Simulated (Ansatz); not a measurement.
Consider the hydrogenolysis of the Al–C bond: `[CH3][AlH][O][GaH2]` + H₂ → `[AlH2][O][GaH2]` + CH₄.

Calculated with Ansatz (gas phase, PBE0-D4/def2-TZVP geometries, no zero-point term in ΔE). CCSD(T)/CBS is the MP2 limit (def2-TZVPP, def2-QZVPP) plus CCSD(T) − MP2 in def2-TZVPP, frozen cores. This one scheme is used for every species. DFT in def2-TZVPP. B3LYP here is the variant with VWN-RPA as its local correlation; programs differ in this. HSE06 is defined as in plane-wave codes. For Ga outer-core shells are correlated without core-valence functions, which leaves a few kJ/mol of doubt a bond. Scalar relativity is left out up to krypton. Each species was taken in one conformer, which may not be the lowest.

```csv
level,ΔE (kJ/mol),difference from CCSD(T)/CBS
LDA (SPW92),-19.0,3.1
PBE-D4,-19.4,2.7
revPBE-D4,-18.0,4.1
BLYP-D4,-22.1,0.0
r2SCAN-D4,-19.9,2.2
PBE0-D4,-23.3,-1.2
B3LYP-D4,-25.4,-3.3
r2SCANh-D4,-21.1,1.0
r2SCAN0-D4,-23.1,-1.0
HSE06-D4,-23.3,-1.2
BHLYP-D4,-30.6,-8.5
CAM-B3LYP-D4,-28.2,-6.1
ωB97X-V,-26.5,-4.4
ωB97M-V,-23.0,-0.9
B2PLYP,-27.8,-5.7
PBE-QIDH,-25.4,-3.3
PBE,-23.1,-1.0
revPBE,-25.2,-3.1
BLYP,-29.3,-7.2
r2SCAN,-21.0,1.1
PBE0,-26.6,-4.5
B3LYP,-31.2,-9.1
r2SCANh,-22.4,-0.3
r2SCAN0,-24.4,-2.3
HSE06,-26.4,-4.3
BHLYP,-35.8,-13.7
CAM-B3LYP,-31.7,-9.6
RPA@PBE/def2-TZVPP,-27.4,-5.3
HF/def2-SVP,-53.1,-31.0
MP2/def2-SVP,-31.4,-9.3
CCSD/def2-SVP,-38.7,-16.6
CCSD(T)/def2-SVP,-36.1,-14.0
HF/def2-TZVPP,-48.0,-25.9
SCS-MP2/def2-TZVPP,-26.9,-4.8
CCSD/def2-TZVPP,-28.9,-6.8
CCSD(T)/def2-TZVPP,-24.8,-2.7
HF/def2-QZVPP,-47.8,-25.7
MP2/def2-QZVPP,-18.8,3.3
SCS-MP2/def2-QZVPP,-25.2,-3.1
HF/CBS(def2),-47.7,-25.6
CCSD(T)/CBS,-22.1,0
```

Largest T1 diagnostic among the species: 0.015.

From BLYP to BHLYP (50 % exact exchange), in def2-TZVPP and without D4, ΔE moves by −6.5 kJ/mol. In def2-TZVPP, CCSD(T) changes the Hartree–Fock value by +23.2 kJ/mol (the triples alone add +4.1 kJ/mol) and MP2 by +27.6 kJ/mol. At CCSD(T), def2-SVP lies −14.0 kJ/mol from the extrapolated value and def2-TZVPP −2.7 kJ/mol.

CCSD(T)/CBS has its own doubt, a few kJ/mol and more with outer-core shells, so smaller differences from it don't rank the levels.
